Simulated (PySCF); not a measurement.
**Computed properties of Si(F)2(OH)(SiH3) (F₂H₄OSi₂), SMILES [Si]([SiH3])(O)(F)F**

Si(F)2(OH)(SiH3) (F₂H₄OSi₂), SMILES O[Si](F)(F)[SiH3]. The structure is a stationary point at B3LYP-D3(BJ)/def2-SVP. This is a generated structure with no PubChem entry under its InChIKey; it may be hypothetical. The values are those of a single conformer. All values are computed for the isolated molecule unless a solvent is named; none is compared with measurement here.

**Structure.** The optimised structure has Cs symmetry. All 21 harmonic modes at B3LYP-D3(BJ)/def2-SVP (PySCF) are real, so it is a minimum. With heavy atoms numbered as in [OH:1][Si:2]([F:3])([F:4])[SiH3:5], the shortest bond between them is Si2–F3 at 1.623 Å and the longest Si2–Si5 at 2.327 Å.

**Vibrations.** The strongest infrared lines (harmonic, unscaled, degenerate partners summed) lie at 840 cm⁻¹ (358 km/mol, H 54 %, Si 21 %, F 20 %), 973 cm⁻¹ (160 km/mol, Si 44 %, O 35 %, H 13 %, F 9 %), 945 cm⁻¹ (140 km/mol, H 67 %, Si 18 %, F 16 %). The softest mode is at 92 cm⁻¹ and the zero-point energy is 28.4 kcal/mol.

**Electronic structure.** HF/def2-TZVP (PySCF) places the frontier levels at -12.22 and 3.06 eV, a gap of 15.28 eV, and gives a dipole moment of 1.15 D and a mean polarisability of 48.5 bohr³. PBE/def2-TZVP (PySCF) at the same geometry gives -7.86 and -1.00 eV, so its gap is 8.42 eV narrower. An orbital gap is neither the optical nor the fundamental gap.

**Excitations.** TDDFT-CAM-B3LYP/def2-SVPD (PySCF) has S1 at 8.05 eV (154 nm, f = 0.034, weak); the most intense of the 10 singlets computed lies at 8.39 eV (f = 0.24). T1 (TDA) is at 6.92 eV. TDDFT-PBE/def2-SVPD (PySCF) puts S1 at 7.21 eV. No vertical singlet excitation falls in the visible range (under 3.1 eV).

**NMR.** GIAO shifts at PBE0/pcSseg-1 (PySCF) (non-relativistic, atoms alike by connectivity averaged): ¹H from 3.1 to 3.7 ppm against TMS; ²⁹Si from -115.3 to -30.3 ppm against TMS; ¹⁹F at -124.7 ppm against CFCl3.

**Solvation.** SMD-ωB97X/6-31G* (PySCF) gives -3.1 kcal/mol in water, -4.5 kcal/mol in acetone, -3.5 kcal/mol in tetrahydrofuran (1 M in both phases, gas-phase geometry); of these solvents acetone holds the molecule best.
